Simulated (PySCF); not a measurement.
TaF₃, SMILES [F][Ta]([F])[F] (connectivity only; charge and spin as stated), neutral, multiplicity 3.

Geometry optimised at B3LYP-D3(BJ)/def2-TZVP. The spin state was assumed, not searched. The def2 effective core potentials stand for the cores of Ta; spin–orbit coupling is left out.

Computed with TDA-M06-2X/def2-SVPD (PySCF).

Vertical excitations. The molecule is in vacuum.

Computed UV-visible absorptions:
| state | energy (eV) | λ (nm) | f | main pairs |
|---|---|---|---|---|
| root 1 | 0.48 | 2561 | 0.000 | α HOMO→LUMO 99 % |
| root 2 | 1.86 | 667 | 0.000 | α HOMO−1→LUMO 88 % |
| root 3 | 2.01 | 616 | 0.000 | α HOMO→LUMO+3 86 % |
| root 4 | 2.02 | 614 | 0.003 | α HOMO→LUMO+1 87 % |
| root 5 | 3.56 | 348 | 0.002 | α HOMO−1→LUMO+3 98 % |
| root 6 | 3.71 | 334 | 0.005 | α HOMO−1→LUMO+1 82 % |
| root 7 | 4.02 | 309 | 0.036 | α HOMO→LUMO+2 93 % |
| root 8 | 4.63 | 268 | 0.000 | α HOMO→LUMO+4 73 % |
| root 9 | 4.76 | 260 | 0.000 | β HOMO−1→LUMO 99 % |
| root 10 | 5.18 | 239 | 0.000 | β HOMO−2→LUMO 99 % |
Unrestricted roots are not spin-pure.
